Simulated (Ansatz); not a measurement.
Basis-set series for CH₃Cl₃Sn (`[CH3][Sn]([Cl])([Cl])[Cl]`). The species carries charge 0 and has multiplicity 1. Sn takes the def2 core potential. The structure was optimised at the PBE0-D4/def2-TZVP level.

```json
{"atom": "C1", "x (Å)": "-0.466", "y (Å)": "-1.160", "z (Å)": "-0.078"}
{"atom": "Sn2", "x (Å)": "0.320", "y (Å)": "0.797", "z (Å)": "0.053"}
{"atom": "Cl3", "x (Å)": "1.771", "y (Å)": "1.031", "z (Å)": "1.834"}
{"atom": "Cl4", "x (Å)": "1.494", "y (Å)": "1.389", "z (Å)": "-1.845"}
{"atom": "Cl5", "x (Å)": "-1.338", "y (Å)": "2.380", "z (Å)": "0.332"}
{"atom": "H6", "x (Å)": "0.360", "y (Å)": "-1.854", "z (Å)": "-0.226"}
{"atom": "H7", "x (Å)": "-0.990", "y (Å)": "-1.384", "z (Å)": "0.850"}
{"atom": "H8", "x (Å)": "-1.152", "y (Å)": "-1.200", "z (Å)": "-0.922"}
```

```
functional       basis  functions  energy (Eh)  HOMO (eV)  LUMO (eV)
   PBE0-D4    def2-SVP        109  -1633.99819      -8.97      -1.82
   PBE0-D4  def2-TZVPP        249  -1634.53356      -9.08      -2.00
   ωB97M-V    def2-SVP        109  -1634.35198     -11.08       0.33
   ωB97M-V  def2-TZVPP        249  -1634.88512     -11.23       0.03
```

(1) Give the rows for def2-QZVPP. (Best estimate.)

Answers

(1) Computed: 
```tsv
functional	basis	functions	energy (Eh)	HOMO (eV)	LUMO (eV)
PBE0-D4	def2-QZVPP	439	-1634.57891	-9.10	-2.06
ωB97M-V	def2-QZVPP	439	-1634.92862	-11.26	-0.11
```

Positive LUMOs are unbound and depend on the basis.
